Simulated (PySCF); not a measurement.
# Scalar relativity in Mg²⁺ (magnesium, charge +2)

[Ne], closed-shell 1S; UHF calculated with PySCF 2.14 in dyall-av3z (20s13p6d4f, 117 functions), once non-relativistic with a point nucleus and once with spin-free X2C-1e and a Gaussian nucleus.

```
shell  ε non-rel. (eV)  rms r non-rel. (bohr, spins averaged)
   1s          -1354.3                                 0.1515
   2s          -121.99                                 0.7556
   2p          -81.802                                 0.7671
```

Q: How does scalar relativity move these shells?

A: 1s: ε -1356.6 eV, radius -0.29 %; 2s: ε -122.34 eV, radius -0.23 %; 2p: ε -81.784 eV, radius -0.04 %.

The total energy goes from -198.8306 to -199.1367 hartree.

Relativity contracts and stabilises s shells directly. The contracted s shells screen the nucleus better, so for spin-averaged p shells the direct and indirect effects partly cancel.
